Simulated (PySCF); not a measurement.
# Telling isomers of C6H10FNSi apart by NMR

Computational details: shielding tensors at PBE0/pcSseg-1 (GIAO), coordinates at the GFN2-xTB level, in PySCF (no solvent, non-relativistic Hamiltonian, one conformer, equivalent nuclei averaged).

δ = σ(ref) − σ, references computed at the same level: TMS for 1H (σ = 31.72 ppm) and 13C (σ = 186.93 ppm). Splittings of carbon signals by F and P are missing where no couplings were computed. Where no couplings were computed, multiplicities follow the n + 1 count of equivalent neighbours, and m marks all less simple cases (inequivalent or close neighbours, rings, F or P nearby). Shifts are as computed. Against solution values, carbons near 30 ppm lie about +3 ppm off and those near 130 ppm about +5 ppm. Of 1211 compounds with measured shifts, 218 miss one by over three times the rms of a fit or turn the order of signals round; such compounds aren't used in these exercises.

(1) Tabulate the signals of `C[SiH2][C@@H](C)/C(C#N)=C\F`, `CC(C)([SiH3])/C(C#N)=C\F` and their relative energies.

(2) What is the quickest way to tell C[SiH2][C@@H](C)/C(C#N)=C\F from CC(C)([SiH3])/C(C#N)=C\F?

## Answers

(1) 
| SMILES | carbon types | δC | δH | E rel. (kcal/mol) |
| --- | --- | --- | --- | --- |
| C[SiH2][C@@H](C)/C(C#N)=C\F | 2×C 2×CH 2×CH3 | 168.5, 120.0, 112.0, 21.5, 17.1, -8.2 | 7.49 (m, 1H), 4.17 (m, 1H), 4.12 (m, 1H), 2.43 (m, 1H), 1.45 (d, 3H), 0.15 (m, 3H) | 0.0 |
| CC(C)([SiH3])/C(C#N)=C\F | 3×C 1×CH 2×CH3 | 170.2, 120.8, 115.8, 27.5, 23.0 | 7.37 (m, 1H), 3.89 (s, 3H), 1.50 (s, 6H) | 12.9 |

Energies are electronic energies at PBE0/pcSseg-1 on these geometries, without zero-point or thermal terms, each for the one conformer computed, which needn't be the lowest.

(2) Count the carbon signals: 6 against 5. The first has an allylic sp3 CH bonded to Si at 21.5 ppm, the second an allylic fully substituted sp3 carbon bonded to Si (C) at 23.0 ppm. Their most deshielded carbons lie at 168.5 and 170.2 ppm.
